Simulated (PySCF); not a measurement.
CH₆AlB₂ (calculated)

Computed with PySCF 2.14.0. Calculation on a computer-drawn molecule: the log of a Hartree-Fock and frozen-core CCSD(T) single point meant for a local Hartree-Fock minimum, with one planted fault or none, to be diagnosed. Offsets are logged minus clean, where the clean run is the same molecule without the fault. The reference is restricted for singlets and unrestricted otherwise, and also for a bond in bohr or an excited solution. Adding or removing an electron swaps singlet and doublet. The excited solution moves the top pair (singlet) or top alpha electron (doublet) to the lowest empty orbital. Highest occupied and lowest empty are orbital energies over both spins, largest force is the largest gradient component, triples share is (T) over the correlation energy, the T1 limit is 0.02 restricted and 0.045 unrestricted, electrons count all cores, a negative frequency is imaginary (commonest isotopes), and the dipole is about the centre of nuclear charge.

Common to all runs: meant charge 1; meant multiplicity 1; meant basis cc-pV(D+d)Z; logged electrons 34; logged SCF converged yes; logged CC converged yes; logged SCF stable within its kind yes; possible faults no fault, one electron removed, one electron added, multiplicity raised by two, geometry at a saddle point, SCF held on an excited solution, minimal basis STO-3G, one bond length entered in bohr, all coordinates scaled.

(1) CH₆AlB₂

Logged structure:
```xyz
10
CH6AlB2
B     -0.4468    -0.4500     2.2058
C      0.6105    -0.5405     1.0061
B     -0.0661    -0.8454    -0.3402
Al     0.3778    -2.6599    -1.5078
H      0.1503    -1.1572     4.2609
H     -1.5244     0.0298     2.0103
H      1.5059    -1.0980     1.2717
H      0.8578     0.5409     0.9802
H     -0.8915    -0.1549    -0.8551
H      0.6873    -3.9286    -2.3538
```

| Property | Result |
| --- | --- |
| logged basis functions | 95 |
| logged spin squared | 0.6669 |
| logged highest occupied | -13.101 eV |
| logged lowest empty | -5.1467 eV |
| logged largest force | 0.023043 hartree/bohr |
| logged T1 diagnostic | 0.064171 |
| logged D1 diagnostic | 0.27763 |
| logged triples share | 0.035897 |
| logged dipole magnitude | 6.0746 debye |
| logged energy HF | -332.22711 hartree |
| logged energy CCSD(T) | -332.64014 hartree |
| planted fault | one bond length entered in bohr, row 4 of the drawn bonds |
| HF energy offset from clean run | 77.98 kcal/mol |
| CCSD(T) energy offset from clean run | 77.34 kcal/mol |

Drawn bonds:
```
atom  other atom  order
   1           2      1
   2           3      1
   3           4      1
   1           5      1
   1           6      1
   2           7      1
   2           8      1
   3           9      1
   4          10      1
```

Notes: T1 above single-reference limit.

(2) CH₆AlB₂

Logged structure:
```xyz
10
CH6AlB2
B     -0.4468    -0.4500     2.2058
C      0.6105    -0.5405     1.0061
B     -0.0661    -0.8454    -0.3402
Al     0.3778    -2.6599    -1.5078
H     -0.1308    -0.8242     3.2933
H     -1.5244     0.0298     2.0103
H      1.5059    -1.0980     1.2717
H      0.8578     0.5409     0.9802
H     -0.8915    -0.1549    -0.8551
H      0.6873    -3.9286    -2.3538
```

| Item | Value |
| --- | --- |
| logged basis functions | 30 |
| logged spin squared | 0 |
| logged highest occupied | -14.193 eV |
| logged lowest empty | -0.15349 eV |
| logged largest force | 0.031549 hartree/bohr |
| logged T1 diagnostic | 0.010567 |
| logged D1 diagnostic | 0.033457 |
| logged triples share | 0.014153 |
| logged dipole magnitude | 6.4273 debye |
| logged energy HF | -328.45925 hartree |
| logged energy CCSD(T) | -328.65757 hartree |
| planted fault | minimal basis STO-3G |
| HF energy offset from clean run | 2442 kcal/mol |
| CCSD(T) energy offset from clean run | 2576 kcal/mol |

Drawn bonds:
```
atom  other atom  order
   1           2      1
   2           3      1
   3           4      1
   1           5      1
   1           6      1
   2           7      1
   2           8      1
   3           9      1
   4          10      1
```
